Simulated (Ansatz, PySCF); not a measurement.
Ga(Me)2(PH2) (C2H8GaP), SMILES [CH3][Ga]([CH3])[PH2]. Atoms are numbered in the order given.

```xyz
12

Ga    -0.2267     0.0134    -0.2986
C     -1.6608    -1.3479    -0.4763
H     -1.8345    -1.6016    -1.5345
H     -2.6022    -0.9252    -0.0834
H     -1.4427    -2.2697     0.0828
C     -0.0975     1.5539    -1.5449
H      0.5310     1.2638    -2.4051
H      0.3720     2.4297    -1.0718
H     -1.0854     1.8416    -1.9381
P      1.2348    -0.0938     1.5340
H      2.3914     0.3213     0.8049
H      1.5010    -1.4917     1.4045
```

Coordinates come from a B3LYP-D3(BJ)/def2-SVP optimisation. The structure was generated by enumeration; whether it is a known compound was not checked. Other conformers were not sampled.

Two levels are set side by side: PBE-D3(BJ)/def2-SVP (Ansatz, a quantum-chemistry and plane-wave program) and B3LYP-D3(BJ)/def2-SVP (Ansatz). Each level has its own optimised geometry; the coordinates shown are those of the second. Frequencies come from the Hessian of PySCF at each geometry. Differences are taken from unrounded values.

| quantity | B3LYP-D3(BJ) |
|---|---|
| mean bond length (Å) | 1.435 |
| bond Ga1–C2 (Å) | 1.985 |
| bond Ga1–C6 (Å) | 1.986 |
| bond Ga1–P10 (Å) | 2.346 |
| bond C2–H3 (Å) | 1.102 |
| bond C2–H4 (Å) | 1.104 |
| bond C2–H5 (Å) | 1.100 |
| bond C6–H7 (Å) | 1.104 |
| bond C6–H8 (Å) | 1.101 |
| bond C6–H9 (Å) | 1.101 |
| bond P10–H11 (Å) | 1.429 |
| bond P10–H12 (Å) | 1.429 |
| highest harmonic wavenumber (cm⁻¹) | 3136 |
| mean harmonic wavenumber (cm⁻¹) | 1282 |
| zero-point energy (kcal/mol) | 54.97 |

### Question
What does PBE-D3(BJ) give, and how far is it from B3LYP-D3(BJ)? (Estimate from the structure and the level; the computed values follow.)

### Answer

```csv
quantity,PBE-D3(BJ),PBE-D3(BJ) minus B3LYP-D3(BJ)
mean bond length (Å),1.441,0.006
bond Ga1–C2 (Å),1.985,0.000
bond Ga1–C6 (Å),1.985,0.000
bond Ga1–P10 (Å),2.346,-0.001
bond C2–H3 (Å),1.109,0.007
bond C2–H4 (Å),1.111,0.007
bond C2–H5 (Å),1.107,0.007
bond C6–H7 (Å),1.111,0.007
bond C6–H8 (Å),1.108,0.007
bond C6–H9 (Å),1.109,0.007
bond P10–H11 (Å),1.440,0.011
bond P10–H12 (Å),1.440,0.011
highest harmonic wavenumber (cm⁻¹),3091,-45
mean harmonic wavenumber (cm⁻¹),1251,-31
zero-point energy (kcal/mol),53.64,-1.34
```

GGA bonds tend to be longer and softer than those of functionals with exact exchange. Differences between two approximate levels are no errors against the true value.
